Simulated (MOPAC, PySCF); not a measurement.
C8H13BO, SMILES `B[C@@]12CC[C@@H](C[C@@H]1C=O)C2`, neutral singlet in the gas phase. 

Cartesian coordinates (Å):
SMILES: C1[C@]2(B)[C@H](C[C@H](C1)C2)C=O
```xyz
23

B     -0.3836     2.2710     0.1029
C     -0.1652     0.7426    -0.0120
C     -1.2880     0.3547    -1.0412
C     -1.4749    -1.1682    -0.7982
C     -0.4185    -1.4948     0.2606
C      0.9720    -1.3784    -0.3810
C      1.1522     0.1412    -0.5710
C      2.3199     0.7125     0.1932
O      3.0506     0.0979     0.9226
C     -0.4728    -0.2363     1.1331
H     -1.1819     2.7103     0.8995
H      0.1381     3.0340    -0.6810
H     -2.2261     0.9012    -0.8456
H     -0.9825     0.5955    -2.0696
H     -1.3385    -1.7523    -1.7212
H     -2.4867    -1.3813    -0.4213
H     -0.5870    -2.4511     0.7766
H      1.0434    -1.9367    -1.3262
H      1.7573    -1.7530     0.2927
H      1.2857     0.4521    -1.6219
H      2.4537     1.8192     0.0543
H     -1.4587    -0.0590     1.5906
H      0.2914    -0.2212     1.9261
```
Charge 0, spin multiplicity 1.

All levels are single points at this geometry (PBE0-D4/def2-SVP); Pople sets use spherical d functions. Orbital energies aren't observables, and empty levels follow the basis.

| level | HOMO (eV) | LUMO (eV) | gap (eV) | dipole (D) | vertical IE, Delta-SCF (eV) |
|---|---|---|---|---|---|
| PBE0-D4/def2-TZVP in PySCF | -7.37 | -1.43 | 5.94 | 2.81 | 9.41 |
| BP86/6-31G* in PySCF | -5.65 | -2.11 | 3.54 | 2.60 | – |
| HF/3-21G in PySCF | -10.81 | 2.70 | 13.51 | 2.86 | – |
| HF/STO-3G in PySCF | -8.78 | 6.86 | 15.64 | 1.81 | – |
| AM1 in MOPAC | -10.33 | 1.07 | 11.40 | 2.46 | – |
| PM3 in MOPAC | -10.46 | 0.25 | 10.71 | 2.54 | – |
